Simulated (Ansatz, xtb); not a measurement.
# C3H11BO: which of two structures lies lower

Structure X: `CC(C)[BH2-][OH2+]`, a singlet. Structure Y: a singlet given by its coordinates. Both are isolated molecules in the gas phase, relaxed with PBE0-D4/def2-SVP; the shapes shown needn't be the lowest conformers.

X (Å):

```xyz
16

C     0.1744    2.6744   -1.9720
C    -0.7731    1.5386   -1.5917
C    -2.0946    2.1015   -1.0680
B    -0.0305    0.5803   -0.5388
O    -1.1591   -0.6266   -0.2004
H     0.4362    3.2833   -1.0901
H     1.1164    2.2871   -2.3905
H    -0.2707    3.3534   -2.7198
H    -0.9893    0.9621   -2.5124
H    -1.9407    2.6776   -0.1394
H    -2.8510    1.3197   -0.8485
H    -2.5842    2.7726   -1.7947
H     0.9168   -0.0597   -0.9646
H     0.1588    1.0940    0.5627
H    -0.9006   -1.0542    0.6263
H    -1.9941   -0.1650   -0.0248
```

Y (Å):

```xyz
16

C    -1.6525    1.2967   -0.3958
C    -0.3379   -0.3738    1.9757
C    -2.6592   -1.7883    1.7973
B    -1.5008   -0.9765    1.0455
O    -2.3520    0.3662    0.4201
H    -2.3647    2.0123   -0.8309
H    -1.1816    0.7123   -1.1947
H    -0.8729    1.8255    0.1722
H    -2.7789    0.8127    1.1638
H    -1.1119   -1.4778   -0.0053
H     0.2148   -1.2168    2.4251
H    -0.7171    0.2259    2.8250
H     0.4173    0.2314    1.4452
H    -3.4918   -2.0786    1.1355
H    -3.0860   -1.2500    2.6655
H    -2.2358   -2.7229    2.2027
```

Close contacts (Å): C1–O5 1.42, C2–B4 1.61, C3–B4 1.60, B4–O5 1.71, C1–H6 1.10, C1–H7 1.10, C1–H8 1.10, C2–H11 1.10, C2–H12 1.11, C2–H13 1.10, C3–H14 1.10, C3–H15 1.11, C3–H16 1.10, B4–H10 1.23, O5–H9 0.97.

Quicker runs give these differences E(Y) − E(X): GFN2-xTB +5.71 kcal/mol; HF/STO-3G −11.57 kcal/mol (at GFN2-xTB geometries); r2SCAN-D4/def2-SVP −2.28 kcal/mol (at GFN2-xTB geometries).

Task: Which of the two would you expect CCSD(T)/def2-SVP + ΔMP2/def2-TZVPP electronic energies to favour?

Result: CCSD(T)/def2-SVP + ΔMP2/def2-TZVPP gives E(Y) − E(X) = −0.30 kcal/mol, slightly favouring structure Y, which is too small a margin to settle the true order.

Level by level:

```csv
level,geometry,E(Y) − E(X) (kcal/mol),departure from the last row (kcal/mol),"job, with rough time for the two"
GFN2-xTB,GFN2-xTB,+5.71,+6.01,"optimisation, 0.18 s"
HF/STO-3G,GFN2-xTB,−11.57,−11.26,"single point, 0.38 s"
r2SCAN-D4/def2-SVP,GFN2-xTB,−2.28,−1.97,"single point, 5.3 s"
PBE0-D4/def2-SVP,PBE0-D4/def2-SVP,−1.00,−0.69,"optimisation, 46 s"
HF/def2-SVP,PBE0-D4/def2-SVP,−4.06,−3.76,part of the CCSD(T) run
MP2/def2-SVP,PBE0-D4/def2-SVP,+1.10,+1.41,part of the CCSD(T) run
CCSD(T)/def2-SVP,PBE0-D4/def2-SVP,+0.02,+0.32,single point
CCSD(T)/def2-SVP + ΔMP2/def2-TZVPP,PBE0-D4/def2-SVP,−0.30,,"single point, 70 s"
```

The largest departure from CCSD(T)/def2-SVP + ΔMP2/def2-TZVPP is that of HF/STO-3G, 11.26 kcal/mol. The last row adds to CCSD(T) the change of the MP2 difference between the two basis sets, here −0.32 kcal/mol.

With thermal terms from frequencies at re-optimised GFN2-xTB minima (ideal gas, soft modes damped towards free rotors, one conformer each, 298.15 K, 1 atm): on the last row, ΔE + ΔZPE = −0.10, ΔH = +0.18, ΔG = −0.53 kcal/mol.

The correlated steps freeze 5 core orbitals. Programs: Ansatz 0.2.0, xtb 6.7.1; the last row on 2 threads of Arm Neoverse V2 on a shared host.
